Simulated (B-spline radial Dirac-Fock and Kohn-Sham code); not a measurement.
## X-ray form factors of cadmium in several charge states

Method: relativistic Hartree-Fock (Dirac-Fock) wave functions, averaged over the configuration. Computed with a radial atomic solver.

Configurations: Cd⁸⁺ [Kr] 4d4; Cd⁹⁺ [Kr] 4d3; Cd¹⁰⁺ [Kr] 4d2; Cd¹¹⁺ [Kr] 4d1. The first column is f₀ of Cd⁸⁺, the others are differences from it.

```
s (Å⁻¹)    Cd⁸⁺  Δ Cd⁹⁺  Δ Cd¹⁰⁺  Δ Cd¹¹⁺
      0  40.000  -1.000   -2.000   -3.000
   0.05  39.733  -0.972   -1.946   -2.922
    0.1  38.955  -0.891   -1.791   -2.698
   0.15  37.730  -0.769   -1.556   -2.358
    0.2  36.154  -0.622   -1.270   -1.942
   0.25  34.337  -0.467   -0.967   -1.497
    0.3  32.395  -0.320   -0.676   -1.066
   0.35  30.430  -0.192   -0.420   -0.682
    0.4  28.525  -0.091   -0.213   -0.366
   0.45  26.739  -0.018   -0.060   -0.127
    0.5  25.106  +0.029   +0.042   +0.036
    0.6  22.339  +0.063   +0.122   +0.175
    0.7  20.168  +0.049   +0.102   +0.158
    0.8  18.427  +0.022   +0.049   +0.082
    0.9  16.950  -0.002    0.000   +0.007
      1  15.618  -0.016   -0.031   -0.044
    1.1  14.368  -0.022   -0.045   -0.068
    1.2  13.180  -0.022   -0.047   -0.073
    1.4  11.016  -0.016   -0.035   -0.056
    1.6   9.225  -0.009   -0.021   -0.035
```
